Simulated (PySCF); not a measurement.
## Two-component Hartree-Fock for Eu (europium, neutral)

Start: [Xe] 4f7 6s2; 4f7/2 filled at m_j = -5/2, -3/2, -1/2, +1/2, +3/2, +5/2, +7/2. Calculated with PySCF 2.14 in x2c-TZVPall-2c with one added diffuse shell each of s, p, d, f type (12s12p11d5f1g, 147 functions): generalised Hartree-Fock with the X2C-1e Hamiltonian and a Gaussian nucleus; spin-orbit coupling (SO) screened by Boettger's factors. This is a chosen level, not necessarily the ground level.

```csv
spinor shell,electrons,"ε, screened SO (eV)",weight of nominal j (screened SO),"rms radius, screened SO (bohr)"
1s1/2,2,-48750.9,1.000,0.0254
2s1/2,2,-8122.3,1.000,0.103
2p1/2,2,-7689.5,1.000,0.0881
2p3/2,4,-7037.0,1.000,0.0944
3s1/2,2,-1835.9,1.000,0.266
3p1/2,2,-1648.3,1.000,0.257
3d3/2,4,-1191.1,0.995,0.242
3d5/2,6,-1161.3,0.996,0.246
4s1/2,2,-386.08,1.000,0.602
4p1/2,2,-312.88,0.966,0.621
4p3/2,4,-280.69,0.983,0.648
4d3/2,4,-159.57,0.722,0.705
4d5/2,6,-150.04,0.815,0.711
5s1/2,2,-54.751,1.000,1.50
5p1/2,2,-33.008,0.880,1.69
5p3/2,4,-27.963,0.940,1.81
4f7/2,7,-14.502,0.532,1.02
6s1/2,2,-4.914,1.000,4.92
```

Where does 3p3/2 lie, and what is the 3p spin-orbit splitting (screened SO)?

At -1512.0 eV, 136.27 eV above 3p1/2.

```tsv
quantity	screened SO
E (hartree)	-10843.32769
M_J	7/2
⟨J²⟩	15.762
⟨L²⟩	0.099
⟨S²⟩	15.708
```

Each row is a mean over spinors that exchange with the open shell spreads, by up to 17.834 eV (4d5/2).

Rows whose weight is well below 1 are mixtures of j = l ± 1/2: exchange outweighs spin-orbit coupling there, and the label is only the starting occupation.

Breit and QED terms are absent; they matter most for the inner s and p1/2 levels.

Densities and radii are taken from the X2C orbitals without a picture-change correction, which distorts them close to the nucleus.
